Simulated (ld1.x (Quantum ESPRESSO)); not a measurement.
**Zn (Z = 30): one change to a PAW potential, before and after**

Zn, PAW, made with ld1.x (Quantum ESPRESSO) 7.5 (PBE, scalar-relativistic). Core [Ar], reference 3d10 4s1.75 4p0.25. Waves: 4s (bound): rcut 1.65, rcutus 2.00 bohr; 4s channel at 1.2 Ry: rcut 1.65, rcutus 2.00 bohr; 4p (bound): rcut 2.55, rcutus 2.90 bohr; 4p channel at 5.05 Ry: rcut 2.55, rcutus 2.90 bohr; 3d (bound): rcut 1.00, rcutus 1.10 bohr; 3d channel at -0.2 Ry: rcut 1.00, rcutus 1.10 bohr. Local part: all-electron potential smoothed inside 2.55 bohr (lloc = -1). Core correction: Bessel-smoothed model core inside 1.00 bohr. Augmentation charge: BG, radius 1.15 bohr.

All-electron outer shells of the reference configuration (PBE, scalar-relativistic, ld1.x):

```json
{"shell": "3s", "level (eV)": "-129.85", "outermost node (bohr)": "0.28", "outermost maximum (bohr)": "0.59"}
{"shell": "3p", "level (eV)": "-84.02", "outermost node (bohr)": "0.25", "outermost maximum (bohr)": "0.59"}
{"shell": "3d", "level (eV)": "-10.75", "outermost node (bohr)": "–", "outermost maximum (bohr)": "0.57"}
{"shell": "4s", "level (eV)": "-6.38", "outermost node (bohr)": "0.85", "outermost maximum (bohr)": "2.09"}
{"shell": "4p", "level (eV)": "-1.41", "outermost node (bohr)": "0.92", "outermost maximum (bohr)": "3.04"}
```

Change: waves 3d (bound): rcut 0.86, rcutus 0.92 bohr; 3d channel at -0.2 Ry: rcut 0.86, rcutus 0.92 bohr.

Cutoffs: the cutoffs (Ry, on a coarse ladder) from which the occupation-weighted sum of valence levels, in a spherical-Bessel basis at the reference potential, stays within 10 and 1 mRy of its value at 400 Ry; they do not see the model core or the augmentation charge, which bear on the density cutoff. Errors are all-electron minus pseudo energies relative to the spin-unpolarised reference configuration.

Predict the effect on cutoff, ghosts and configuration errors.

The potential gets harder (120 Ry and 200 Ry → 180 Ry and 300 Ry); of the 7 tests that both files solve, the error grows in 2 and shrinks in 0 by more than 15 % and 0.3 meV (median size 6.7 → 10.0 meV); neither file shows a bound ghost. A smaller radius makes the pseudo-wave follow the all-electron one further in, where it bends more sharply, so more plane waves are needed.

```csv
quantity,base,changed
"cutoff, loose",120 Ry,180 Ry
"cutoff, tight",200 Ry,300 Ry
loose cutoff by channel (10 mRy a level),"s 6 Ry, p 6 Ry, d 80 Ry","s 6 Ry, p 6 Ry, d 110 Ry"
bound ghosts,none,none
"error for 3d10 4s2 4p0, meV [ΔE -1.23 eV]",0.0,0.0
"error for 3d10 4s1 4p0, meV [ΔE 8.66 eV]",-1.6,-2.0
"error for 3d10 4s0 4p0, meV [ΔE 27.10 eV]",-6.7,-10.0
"error for 3d8 4s0 4p0, meV [ΔE 129.45 eV]",-1229,-1164
"error for 3d9 4s2 4p1, meV [ΔE 11.02 eV]",-129,-133
"error for 3d10 4s0 4p2, meV [ΔE 9.33 eV]",-1.4,-1.4
"error for 3d9 4s0 4p0, meV [ΔE 67.64 eV]",-195,-184
s: phases at 3.13 bohr within 0.05 rad from the reference energy up to (Ry; the scan ends near 5),to the end of the scan,to the end of the scan
p: phases at 3.13 bohr within 0.05 rad from the reference energy up to (Ry; the scan ends near 5),2.6,2.6
d: phases at 3.13 bohr within 0.05 rad from the reference energy up to (Ry; the scan ends near 5),4.2,4.2
lowest overlap eigenvalue by channel,"s 0.40, p 0.61, d 1.00","s 0.40, p 0.61, d 1.00"
```

Base: ld1.x warns that Blöchl-style (BG) augmentation functions are not a good idea. Changed file: ld1.x warns that Blöchl-style (BG) augmentation functions are not a good idea.
